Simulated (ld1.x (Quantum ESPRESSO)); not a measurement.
Scattering properties, TM potential for sulfur

```json
{"Element": "sulfur (S)", "Generator": "ld1.x (Quantum ESPRESSO) 7.5", "Type": "norm-conserving Troullier–Martins (Kleinman–Bylander form)", "Functional": "PBE", "Relativity": "scalar-relativistic", "Frozen core": "[He]", "Valence charge": "14", "Reference configuration": "2s2 2p6 3s2 3p4", "Partial waves": "2p (bound): rc 0.35 bohr; 3d channel at 0.5 Ry: rc 0.55 bohr; 2s (bound): rc 0.60 bohr", "Local potential": "the s channel", "Core correction": "none"}
```

Occupied shells without a wave of their own: 3p, 3s. They enter only through the test configuration that unscreens the potential.

The phase is arctan(r·u′/u) with u = r·R(r), unwrapped; energies in Ry, scanned from -18 to 5 Ry. A pole is an energy at which the radial function vanishes at the test radius. The pseudo phase is shifted by a multiple of π to meet the all-electron one at the reference energy, and phase errors are pseudo minus all-electron; the curves can meet again beyond the range given. Levels narrower than the energy grid can be missing from the lists of poles.

```csv
channel,radius (bohr),reference energy (Ry),"poles, all-electron","poles, pseudo",unbroken range about the reference energy with phases within 0.05 rad,phase error 1 Ry above the reference energy (rad)
s,0.65,-15.56,-5.34,-5.63,the whole range,-0.000
p,0.65,-11.50,-4.44,-4.52,the whole range,-0.000
d,0.65,0.50,none,none,the whole range,+0.000
```

A Bessel basis up to 400 Ry misses an occupied level by 0.48 Ry, so cutoffs and ghosts were not judged. The potential misses its own reference levels by up to 0.4 eV.

Phases in the d channel:

```tsv
E (Ry)	all-electron	pseudo
-18.00	1.242	1.241
-17.04	1.235	1.234
-16.08	1.228	1.226
-15.12	1.220	1.219
-14.16	1.212	1.211
-13.20	1.203	1.202
-12.24	1.194	1.193
-11.28	1.184	1.183
-10.32	1.173	1.172
-9.36	1.161	1.161
-8.40	1.149	1.148
-7.44	1.135	1.135
-6.48	1.121	1.120
-5.52	1.105	1.105
-4.56	1.088	1.087
-3.60	1.069	1.068
-2.64	1.047	1.047
-1.68	1.024	1.024
-0.72	0.998	0.998
0.24	0.969	0.969
1.20	0.936	0.936
2.16	0.899	0.899
3.12	0.857	0.857
4.08	0.808	0.808
```
